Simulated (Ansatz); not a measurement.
Basis sets compared for AsH2(NMe2) (C2H8AsN). The state is a singlet with charge 0. Geometry B3LYP-D4/def2-SVP. Ansatz on 4 threads of Arm Neoverse N1 on a shared host; times are rough, and most runs start from earlier orbitals.

```xyz
12

As    1.2149   -0.1728   -1.5053
H     1.1389    1.3743   -1.6227
H     2.5122   -0.0712   -0.6966
N     0.1199   -0.4366   -0.0173
C     0.2742    0.4604    1.1091
C    -1.2648   -0.7402   -0.3302
H    -0.1045    1.4895    0.9130
H     1.3343    0.5443    1.3933
H    -0.2775    0.0656    1.9819
H    -1.3231   -1.4510   -1.1694
H    -1.7502   -1.2147    0.5420
H    -1.8744    0.1523   -0.5977
```

Binding counts from free atoms (As quartet, H doublet, N quartet, C triplet) in the same basis, without a counterpoise term.

| level | functions | energy (Eh) | HOMO (eV) | LUMO (eV) | binding per atom (eV) | wall time |
| --- | --- | --- | --- | --- | --- | --- |
| PBE-D4/def2-SVP | 114 | -2370.7364 | -4.89 | -0.54 | 3.59 | 1.7 s |
| PBE-D4/def2-TZVP | 189 | -2371.1647 | -5.08 | -0.80 | 3.57 | 2.7 s |
| r2SCAN-D4/def2-TZVP | 189 | -2371.5850 | -5.33 | -0.55 | 3.49 | 6 s |
| PBE0-D4/def2-SVP | 114 | -2370.8225 | -6.26 | 0.36 | 3.53 | 2.3 s |
| PBE0-D4/def2-TZVP | 189 | -2371.2467 | -6.39 | 0.08 | 3.50 | 4 s |

Estimate the rows for PBE-D4/def2-TZVPD, r2SCAN-D4/def2-TZVPD, PBE0-D4/def2-TZVPD.


| level | functions | energy (Eh) | HOMO (eV) | LUMO (eV) | binding per atom (eV) | wall time |
| --- | --- | --- | --- | --- | --- | --- |
| PBE-D4/def2-TZVPD | 237 | -2371.1664 | -5.13 | -0.97 | 3.57 | 4.1 s |
| r2SCAN-D4/def2-TZVPD | 237 | -2371.5863 | -5.36 | -0.66 | 3.49 | 8.5 s |
| PBE0-D4/def2-TZVPD | 237 | -2371.2481 | -6.42 | -0.15 | 3.51 | 6 s |
